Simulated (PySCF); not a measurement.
C₂H₆Cd, charge +1, doublet, geometry from GFN2-xTB (such geometries of metal compounds can be far from the true shape) (a state made from the parent by changing its charge; the spin is typed, not shown lowest) (core potentials on Cd); WB97X/def2-SVPD run with PySCF.

PySCF was given this input:
```python
from pyscf import gto, scf, dft

mol = gto.M(
    atom='''
Cd   -0.000373    0.003440    0.000232
C     1.731822    0.272763   -1.393984
H     2.382563   -0.580095   -1.208486
H     2.178864    1.225476   -1.115331
H     1.297607    0.275399   -2.392319
C    -1.729961   -0.289934    1.392828
H    -2.186480   -1.229659    1.086646
H    -2.373819    0.573870    1.236471
H    -1.292009   -0.327068    2.388840
''',
    basis='def2-svpd',
    ecp={'Cd': 'def2-svpd'},
    charge=1,
    spin=1,
    verbose=4,
)

mf = dft.UKS(mol)
mf.xc = 'wb97x'
mf.grids.atom_grid = (99, 590)
mf.grids.prune = None
mf.kernel()
```

Question: Write the output that PySCF gives for this input, abridged.

Answer: 
```
PySCF version 2.14.0

[INPUT] verbose = 4
[INPUT] num. atoms = 9
[INPUT] num. electrons = 37
[INPUT] charge = 1
[INPUT] spin (= nelec alpha-beta = 2S) = 1
[INPUT] symmetry False subgroup None
[INPUT] Mole.unit = angstrom
[INPUT] Symbol           X                Y                Z      unit          X                Y                Z       unit  Magmom
[INPUT]  1 Cd    -0.000373000000   0.003440000000   0.000232000000 AA   -0.000704867844   0.006500657869   0.000438416461 Bohr   0.0
[INPUT]  2 C      1.731822000000   0.272763000000  -1.393984000000 AA    3.272669276497   0.515447366915  -2.634247982026 Bohr   0.0
[INPUT]  3 H      2.382563000000  -0.580095000000  -1.208486000000 AA    4.502391544522  -1.096220676230  -2.283707565371 Bohr   0.0
[INPUT]  4 H      2.178864000000   1.225476000000  -1.115331000000 AA    4.117456222674   2.315814012227  -2.107670128237 Bohr   0.0
[INPUT]  5 H      1.297607000000   0.275399000000  -2.392319000000 AA    2.452121847318   0.520428684979  -4.520827712593 Bohr   0.0
[INPUT]  6 C     -1.729961000000  -0.289934000000   1.392828000000 AA   -3.269152496179  -0.547895854200   2.632063458626 Bohr   0.0
[INPUT]  7 H     -2.186480000000  -1.229659000000   1.086646000000 AA   -4.131848376839  -2.323718736607   2.053463334354 Bohr   0.0
[INPUT]  8 H     -2.373819000000   0.573870000000   1.236471000000 AA   -4.485867779289   1.084457131104   2.336591550967 Bohr   0.0
[INPUT]  9 H     -1.292009000000  -0.327068000000   2.388840000000 AA   -2.441543160473  -0.618068944109   4.514253355406 Bohr   0.0

nuclear repulsion = 108.220806916603
number of shells = 52
number of NR pGTOs = 180
number of NR cGTOs = 122
basis = def2-svpd
ecp = {'Cd': 'def2-svpd'}

******** <class 'pyscf.dft.uks.UKS'> ********
method = UKS
initial guess = minao
damping factor = 0
level_shift factor = 0
DIIS = <class 'pyscf.scf.diis.CDIIS'>
diis_start_cycle = 1
diis_space = 8
diis_damp = 0
SCF conv_tol = 1e-09
SCF conv_tol_grad = None
SCF max_cycles = 50
direct_scf = True
direct_scf_tol = 1e-13
number electrons alpha = 19  beta = 18
XC library pyscf.dft.libxc version 7.1.2
    S. Lehtola, C. Steigemann, M. J. T. Oliveira, and M. A. L. Marques,  SoftwareX 7, 1–5 (2018)
XC functionals = wb97x
    J.-D. Chai and M. Head-Gordon,  J. Chem. Phys. 128, 084106 (2008)
radial grids:
    Treutler-Ahlrichs [JCP 102, 346 (1995); DOI:10.1063/1.469408] (M4) radial grids

becke partition: Becke, JCP 88, 2547 (1988); DOI:10.1063/1.454033
pruning grids: None
grids dens level: 3
symmetrized grids: False
atomic radii adjust function: <function treutler_atomic_radii_adjust>
User specified grid scheme (99, 590)
small_rho_cutoff = 0
Set gradient conv threshold to 3.16228e-05
tot grids = 525696
init E= -233.035620992288

cycle= 1 E= -246.421323245841  delta_E= -13.4  |g|= 1.23  |ddm|= 3.81
cycle= 2 E= -246.344849977666  delta_E= 0.0765  |g|= 1.57  |ddm|=  3.6
cycle= 3 E= -247.15143359775  delta_E= -0.807  |g|= 0.0548  |ddm|= 1.32
cycle= 4 E= -247.155068518895  delta_E= -0.00363  |g|= 0.0169  |ddm|= 0.168
cycle= 5 E= -247.155597213391  delta_E= -0.000529  |g|= 0.00747  |ddm|= 0.0548
cycle= 6 E= -247.155749695424  delta_E= -0.000152  |g|= 0.00242  |ddm|= 0.0394
cycle= 7 E= -247.155760415555  delta_E= -1.07e-05  |g|= 0.00101  |ddm|= 0.00894
cycle= 8 E= -247.155762461856  delta_E= -2.05e-06  |g|= 0.000275  |ddm|= 0.0048
cycle= 9 E= -247.155762610536  delta_E= -1.49e-07  |g|= 5.18e-05  |ddm|= 0.0013
cycle= 10 E= -247.15576261576  delta_E= -5.22e-09  |g|= 2e-05  |ddm|= 0.000228
cycle= 11 E= -247.155762616108  delta_E= -3.48e-10  |g|= 7.36e-06  |ddm|= 4.19e-05
Extra cycle  E= -247.155762616166  delta_E= -5.75e-11  |g|= 4.86e-06  |ddm|= 1.57e-05
converged SCF energy = -247.155762616166  <S^2> = 0.8104026  2S+1 = 2.059517
```
